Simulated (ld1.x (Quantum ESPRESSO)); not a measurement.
Ranking RRKJ potentials for Al

All share these settings but for the change named:

aluminium (Al), norm-conserving RRKJ (Kleinman–Bylander form), made with ld1.x (Quantum ESPRESSO) 7.5 (PBE, scalar-relativistic). Core [He], reference 2s2 2p6 3s2 3p1. Waves: 2s (bound): rc 0.80 bohr; 2p (bound): rc 0.45 bohr. Local part: all-electron potential smoothed inside 0.45 bohr (lloc = -1). Core correction: none.

Occupied shells without a wave of their own: 3p, 3s. They enter only through the test configuration that unscreens the potential.

Test errors are all-electron minus pseudo excitation energies from the reference, over 2s2 2p6 3s2 3p0; 2s2 2p6 3s1 3p0; 2s2 2p6 3s0 3p0; 2s2 2p6 3s2 3p1.3; 2s1 2p6 3s2 3p1; 2s2 2p6 3s0 3p3; 2s2 2p5 3s2 3p1. None of these files shows a bound ghost.

The base gives 201.6 meV.

Of 7 variants that were run, those that failed, showed a ghost or another fault, or gave nearly equal values are left out.

(1) Rank these variants by their largest absolute test error, smallest first.
A. wave 2s (bound): rc 0.80 bohr becomes 2s (bound): rc 0.56 bohr
B. wave 2s (bound): rc 0.80 bohr becomes 2s (bound): rc 0.84 bohr
C. wave 2s (bound): rc 0.80 bohr becomes 2s (bound): rc 1.10 bohr
D. wave 2s (bound): rc 0.80 bohr becomes 2s (bound): rc 0.66 bohr
E. wave 2s (bound): rc 0.80 bohr becomes 2s (bound): rc 1.00 bohr

Results:

(1) A (42.2 meV), D (73.8 meV), B (255.7 meV), E (504.3 meV), C (606.8 meV).
